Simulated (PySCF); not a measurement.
Computed shifts of a molecule CH9FOSi3, PBE0/pcSseg-1 in PySCF, GIAO, gas phase, atoms alike by connectivity averaged where their shifts nearly agree, in ppm (number of nuclei): ¹³C: 2.4 (1). ²⁹Si: 3.8 (1), -10.0 (1), -114.1 (1). ¹⁹F: -159.6 (1). ¹H: 5.83 (1), 5.45 (1), 5.31 (1), 3.68 (3), 0.79 (3). References: ¹³C against TMS (σ = 186.3 ppm); ²⁹Si against TMS (σ = 352.7 ppm); ¹⁷O against H2O (σ = 334.2 ppm); ¹⁹F against CFCl3 (σ = 167.2 ppm); ¹H against TMS (σ = 31.56 ppm), references at their B3LYP-D3(BJ)/def2-TZVP geometries, non-relativistic. Geometry optimised at PBE0-D3(BJ)/def2-SVP. One conformer was computed; it need not be the lowest.

Question: Which structure fits?
(A) C[SiH2][SiH2][Si@H](O)F
(B) O[Si@H](F)[SiH2]C[SiH3]
(C) C[SiH2]O[Si@H](F)[SiH3]
(D) O[SiH2][Si@H]([SiH3])CF

Answer: C, C[SiH2]O[Si@H](F)[SiH3]
